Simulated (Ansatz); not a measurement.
(1) Predict a relaxed structure of Mn3, charge 0, multiplicity 12, at PBE0-D4/def2-TZVP (Ansatz).

## Answers

(1) 
```xyz
3

Mn   -0.565   -0.123    1.333
Mn    0.633   -1.146   -0.629
Mn   -0.069    1.269   -0.704
```
Point group D3h (tolerance 0.1 Å). This is one stationary point.

The charge 0 multiplicity 12 is spin-contaminated (final ⟨S²⟩ up to 37.74, 35.75 for a pure state). The relaxation made no stability test and no search for a lower SCF solution. At PBE0-D4/def2-TZVP a octet of charge 0 lies 1.03 eV below the multiplicity 12, each at its own geometry. That octet is doubtful there (⟨S²⟩ 20.09, where a pure state has 15.75). The structure comes from a short search, and lower isomers may exist.
